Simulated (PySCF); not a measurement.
Al(F)(GeH3)2, SMILES [GeH3][Al]([F])[GeH3] (H6AlFGe2) (CAM-B3LYP/def2-SVP optimised geometry):

```
10

Al     0.310    -0.999     1.922
F      1.249    -1.063     3.300
Ge    -1.880    -2.127     2.042
H     -1.725    -3.656     1.929
H     -2.615    -1.843     3.363
H     -2.804    -1.685     0.891
Ge     1.266     0.214     0.000
H      0.808     1.685     0.000
H      2.804     0.214     0.000
H      0.796    -0.393    -1.335
```

Computed with CAM-B3LYP/def2-TZVP in PySCF 2.14.0.

**Question.** What are the frontier orbital energies and the dipole moment?

**Answer.** HOMO-2 -11.00 eV, HOMO-1 -10.79 eV, HOMO -8.56 eV, LUMO -1.07 eV, LUMO+1 0.34 eV; dipole moment 1.10 D.

Meta-Löwdin charges at CAM-B3LYP/def2-TZVP: Al1 0.78, F2 -0.54, Ge3 0.00, H4 -0.04, H5 -0.04, H6 -0.05, Ge7 0.00, H8 -0.04, H9 -0.04, H10 -0.05.
